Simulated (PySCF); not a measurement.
## Ionisation energy of Os³⁺ by level of theory

Os³⁺ [Xe] 4f14 5d5 [5d3/2^4 5d5/2^1, M_J = 5/2] → Os⁴⁺ [Xe] 4f14 5d4 [5d3/2^4, M_J = 0], as a difference of total energies. Computed with PySCF 2.14 in x2c-QZVPPall-2c (16s16p12d7f2g, 191 functions), with the two-component X2C-1e Hamiltonian. "Screened" scales the spin-orbit matrix elements by Boettger's factors to mimic the two-electron term; Breit and QED terms are absent.

```tsv
method	ionisation energy (eV)
GHF (spin-free)	42.067
GHF (screened spin-orbit)	41.299
```

The spin-free rows relax to the high-spin LS determinant and lack the spin-orbit shift.

The labels give the starting determinants; with spin-orbit coupling the two ends relaxed to ⟨J²⟩ = 8.76, ⟨L²⟩ = 0.29, ⟨S²⟩ = 8.54 and ⟨J²⟩ = 2.39, ⟨L²⟩ = 5.39, ⟨S²⟩ = 5.38.

The determinant of Os⁴⁺ mixes levels of different J (the jj label is only the starting occupation), so the difference between spin-free and spin-orbit rows is not the physical spin-orbit shift.

For comparison: 41 ± 1.7 eV (theoretical estimate listed by NIST; NIST Atomic Spectra Database, ionization energies).
